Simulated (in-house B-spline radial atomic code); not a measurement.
Configurations of Sr III (Sr2+), with energies counted from [Ar] 3d10 4s2 4p6. Method: scalar-relativistic (X2C) r2SCAN0, spin-polarised, spherical fractional occupations, exact exchange averaged over the configuration, Fermi nucleus of rms radius 4.224 fm. Calculated with a B-spline radial code for spherical atoms. Shells without spins written out take the highest spin.

Occupations are held fixed; configurations that lie above the ionisation limit could autoionise.

```csv
configuration,E - E(ref) (eV),highest orbital,its <r> (bohr)
[Ar] 3d10 4s2 4p5 4d1,23.713,4d up,2.267
[Ar] 3d10 4s2 4p5 5s1,24.604,5s up,3.38
[Ar] 3d10 4s1 4p6 4f1,55.804,4f up,5.588
[Ar] 3d9 4s2 4p6 5p1,143.93,5p up,3.939
[Ne] 3s2 3p5 3d10 4s2 4p6 4d1,272.16,4d up,2.167
[Ne] 3s2 3p5 3d10 4s2 4p6 4f1,284.69,4f up,5.624
```

Q: Order these further configurations by energy, lowest first.
A. [Ar] 3d10 4s2 4p5 5p1
B. [Ar] 3d10 4s2 4p5 4f1
C. [Ar] 3d10 4s1 4p6 4d1
D. [Ar] 3d10 4s1 4p6 5f1
E. [Ar] 3d10 4s2 4p5 5f1

A: A (28.707 eV), B (35.542 eV), E (38.24 eV), C (43.67 eV), D (58.501 eV).

Q: How far above the reference does [Ne] 3s2 3p5 3d10 4s2 4p6 5d1 lie?

A: 282.87 eV; its least bound orbital is 5d up with <r> = 5.524 bohr.
